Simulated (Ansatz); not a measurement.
This geometry of ClFHSSi (5 atoms, charge 0, multiplicity 2) is a first-order saddle point.

These are results of UKS PBE-D4/def2-SVP (Ansatz 0.2.0), not measurements.

```xyz
5
Properties=species:S:1:pos:R:3
F 1.642 0.683 -0.892
Si 0.391 -0.209 -0.325
S -1.480 0.628 0.006
Cl 0.884 -2.193 -0.160
H -1.386 1.017 1.331
```

**Question.** Which two structures does it join? (They come from a converged band through this point; their orientation in space is the band's.)

**Answer.** No bond is made or broken. The height of Si2 over the plane of its neighbours goes from 0.68 to -0.68 Å. The two ends are copies of one structure, up to a mirror image or an exchange of like atoms.

Initial state:

```xyz
5
Properties=species:S:1:pos:R:3
F 1.584 0.719 -0.390
Si 0.266 -0.229 -0.641
S -1.259 0.166 0.839
Cl 0.813 -2.212 -0.339
H -1.353 1.482 0.489
```

Final state:

```xyz
5
Properties=species:S:1:pos:R:3
F 1.389 0.731 -0.850
Si 0.639 -0.254 0.229
S -1.475 0.183 0.333
Cl 0.756 -2.207 -0.472
H -1.259 1.474 0.718
```

**Question.** How far does it lie above each of them?

**Answer.** 1.22 eV above the first and 1.22 eV above the second. This is the barrier of this one path; another mechanism may lie lower.

Time of the run: 5.8 min on 1 thread of Arm Neoverse V1 (shared host), peak memory 0.15 GiB.
